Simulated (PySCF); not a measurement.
FH5O3Si2, SMILES O[Si](O)(F)O[SiH3].

Geometry optimised at ωB97X-D3(BJ)/def2-SVP. One conformer was computed; it need not be the lowest.

Vertical ionisation energy (IE) and electron affinity (EA) in eV. Rows of orbital energies are one-electron estimates. Where ΔSCF, EOM or ADC give a negative EA the extra electron is unbound and the value depends on the basis.

```json
[
 {"level": "−ε(HOMO), −ε(LUMO), HF/def2-TZVP (PySCF)", "IE": "?", "EA": "?"},
 {"level": "−ε(HOMO), −ε(LUMO), PBE/def2-TZVP (PySCF)", "IE": "7.51", "EA": "0.98"}
]
```

### Question
What belongs in the gaps? (An estimate is asked for; the answer gives what the named calculation found.)

### Answer

- −ε(HOMO), −ε(LUMO), HF/def2-TZVP (PySCF), IE: 12.68
- −ε(HOMO), −ε(LUMO), HF/def2-TZVP (PySCF), EA: -2.89
